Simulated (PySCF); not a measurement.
Gas-phase reaction: 3 GaH3 + 2 C3H4 (cyclic) + 2 H2 = 3 GaH(CH3)2

Computed with PySCF and rigid-rotor harmonic-oscillator thermochemistry at 1 bar. † marks an energy on the PBE0/def2-TZVP geometry and frequencies; other levels use their own. MP2 and CCSD(T) freeze the core. All species are closed-shell singlets. B3LYP is the form with VWN-RPA correlation. Ga: all electrons, no relativistic terms. Methyl groups turn as free rotors in GaH(CH3)2. GaH3, GaH(CH3)2: computed as isolated molecules; such fragments, hydroxides, amides, oligomers or adducts are transient or little studied in the gas. MP2 isn't extrapolated to the basis-set limit; its ΔH°(298 K) is -860.5 kJ in def2-SVP and -918.2 kJ in def2-TZVPP. CCSD(T) isn't extrapolated to the basis-set limit; its ΔH°(298 K) is -834.6 kJ in def2-SVP and -896.2 kJ in def2-TZVPP. The harmonic model lacks anharmonicity and excited electronic states, which grow with temperature; levels with a mode under 35 cm⁻¹ are left out.

| level | ΔE electronic, kJ | ΔH°(298 K), kJ | ΔS°(298 K), J/K | ΔG°(2500 K), kJ |
|---|---|---|---|---|
| B3LYP/def2-TZVP† | -934 | -840 | -442 | 300 |
| CCSD(T)/def2-TZVPP† | -990 | -896 | -442 | 244 |
| HF/def2-TZVP† | -915 | -821 | -442 | 319 |
| M06-2X/def2-TZVP† | -978 | -884 | -442 | 256 |
| MP2/def2-SVP† | -955 | -860 | -442 | 279 |
| PBE/def2-SVP | -943 | -851 | -441 | 283 |
| PBE/def2-TZVP† | -954 | -860 | -442 | 280 |
| PBE0/def2-QZVP† | -991 | -897 | -442 | 243 |
| PBE0/def2-SVP† | -987 | -893 | -442 | 247 |
| PBE0/def2-TZVP | -989 | -895 | -442 | 245 |
| LDA/def2-TZVP† | -1053 | -959 | -442 | 181 |
ΔH° is lowest at LDA/def2-TZVP† and highest at HF/def2-TZVP†. No reference value is set beside these.
